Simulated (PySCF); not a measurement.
**Ta⁵⁴⁺: ionisation energy**

Ta⁵⁴⁺ [Ar] 3d1 [3d3/2^1, M_J = 3/2] → Ta⁵⁵⁺ [Ar], as a difference of total energies. Computed with PySCF 2.14 in an uncontracted even-tempered set (15 s from 15 bohr⁻², ratio 2.8; 12 p from 20 bohr⁻², ratio 2.8; 8 d from 20 bohr⁻², ratio 2.8; 3 f from 60 bohr⁻², ratio 3), with the two-component X2C-1e Hamiltonian. Correlated levels: [Ne] frozen; the 72 highest virtual spinors dropped. "Screened" scales the spin-orbit matrix elements by Boettger's factors to mimic the two-electron term; Breit and QED terms are absent.

| method | ionisation energy (eV) |
| --- | --- |
| GHF (spin-free) | 5118.6 |
| GMP2 (spin-free) | 5118.1 |
| GHF (screened spin-orbit) | 5161.9 |
| GMP2 (screened spin-orbit) | 5161.4 |

Breit and QED terms and the two-electron picture change are absent.

The spin-free rows lack the spin-orbit shift.

For comparison: 5159 ± 5 eV (theoretical estimate listed by NIST; NIST Atomic Spectra Database, ionization energies).
